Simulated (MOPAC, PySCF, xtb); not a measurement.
Breaking a bond: SMILES CBr. The C1–Br5 bond (C1 also carries H, H, H; Br5 carries nothing else) is stretched with both fragments frozen at the PBE0/def2-TZVP optimised geometry.

PM6, restricted, heats of formation (MOPAC); GFN1-xTB (xtb); RMP2/6-31G* = restricted MP2 (frozen core)/6-31G*, spherical d in PySCF 2.14.0; NEVPT2 = SC-NEVPT2 on CASSCF(2,2)/def2-TZVP, all electrons correlated (PySCF 2.14.0).

Energies are in kJ/mol, each relative to the lowest point of its own curve near equilibrium.

```
R / Å         PM6  GFN1-xTB  RMP2/6-31G*      NEVPT2
-----  ----------  --------  -----------  ----------
1.56        225.6     351.9        262.0       252.9
1.63        141.3     203.7        154.5       148.4
1.76         43.6      55.9         42.5        39.9
1.80         26.0      32.5         24.3        22.5
1.87          6.7       8.1          5.6         4.9
1.93          0.0       0.0          0.0         0.0
2.00          1.5       1.3          2.4         3.1
2.03          4.8       4.6          5.8         6.7
2.11         19.7      19.3         19.9        21.1
2.27         68.6      65.1         62.5        63.3
2.38        110.6     102.8         97.4        96.9
2.63        211.5     189.7        179.6       172.4
2.92   (withheld)     273.7        266.3       244.5
3.20        397.6     330.3        335.5       292.0
3.47        454.9         —        388.0       319.2
3.85   (withheld)         —        440.1       337.2
4.24   (withheld)         —   (withheld)       344.3
4.68        567.9         —        482.1       347.2
5.24        589.2         —   (withheld)       348.6
5.84        605.6         —        441.9  (withheld)
```

Task: What belongs in the gaps?

Result: 
- 2.92, PM6: 316.8
- 3.85, PM6: 508.4
- 4.24, PM6: 542.8
- 4.24, RMP2/6-31G*: 470.5
- 5.24, RMP2/6-31G*: 471.7
- 5.84, NEVPT2: 349.1

Dashes: no converged value, or the column stops at the first point that the program doubted or that broke a chosen test of continuity, which isn't proof of a fault.

The restricted form behind PM6, RMP2/6-31G* keeps the bonding electrons paired and can't separate into open-shell fragments.
